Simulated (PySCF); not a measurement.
Isomers of C7H11ClO, from PySCF, PBE0-D3(BJ)/def2-SVP geometry optimisation, gas phase. One conformer each, no zero-point energy, no frequencies.

Question: Which isomer lies lowest at this level?
A. `[O:1]=[C:2]([Cl:3])[CH:4]1[CH2:5][CH2:6][CH2:7][CH2:8][CH2:9]1` with O1–C2–C4–C5 127°, C2–C4–C5–C6 -71°, C4–C5–C6–C7 -56°, C5–C6–C7–C8 55°, C6–C7–C8–C9 -54°: A = 2379, B = 988.4, C = 842.5 MHz, dipole 2.76 D
B. `[CH3:1][CH2:2][C:3]([C:4](=[O:5])[Cl:6])=[C:7]([CH3:8])[CH3:9]` with C1–C2–C3–C4 92°, C2–C3–C4–O5 168°: A = 1770, B = 1105, C = 721.0 MHz, dipole 3.83 D
C. `[CH3:1]/[C:2](=[CH:3]/[CH:4]([CH3:5])[CH3:6])[C:7](=[O:8])[Cl:9]` with C2–C3–C4–C5 146°, C1–C2–C7–O8 -165°: A = 2514, B = 743.2, C = 645.5 MHz, dipole 3.06 D
D. `[CH3:1]/[CH:2]=[C:3](\[C:4](=[O:5])[Cl:6])[CH:7]([CH3:8])[CH3:9]` with C2–C3–C4–O5 -124°, C2–C3–C7–C8 -127°: A = 1661, B = 1070, C = 852.1 MHz, dipole 2.93 D

Answer: A. That is `O=C(Cl)C1CCCCC1`, 21.2 kcal/mol below the next.

| SMILES | mapped SMILES | E (Eh) | relative (kcal/mol) | relative (kJ/mol) | dipole (D) |
| --- | --- | --- | --- | --- | --- |
| O=C(Cl)C1CCCCC1 | [O:1]=[C:2]([Cl:3])[CH:4]1[CH2:5][CH2:6][CH2:7][CH2:8][CH2:9]1 | -807.88441 | 0.0 | 0.0 | 2.76 |
| CCC(C(=O)Cl)=C(C)C | [CH3:1][CH2:2][C:3]([C:4](=[O:5])[Cl:6])=[C:7]([CH3:8])[CH3:9] | -807.85057 | 21.2 | 88.8 | 3.83 |
| C/C(=C/C(C)C)C(=O)Cl | [CH3:1]/[C:2](=[CH:3]/[CH:4]([CH3:5])[CH3:6])[C:7](=[O:8])[Cl:9] | -807.84793 | 22.9 | 95.8 | 3.06 |
| C/C=C(\C(=O)Cl)C(C)C | [CH3:1]/[CH:2]=[C:3](\[C:4](=[O:5])[Cl:6])[CH:7]([CH3:8])[CH3:9] | -807.84407 | 25.3 | 105.9 | 2.93 |

As drawn, the highest has a C=C bond outside aromatic rings, which the lowest lacks.
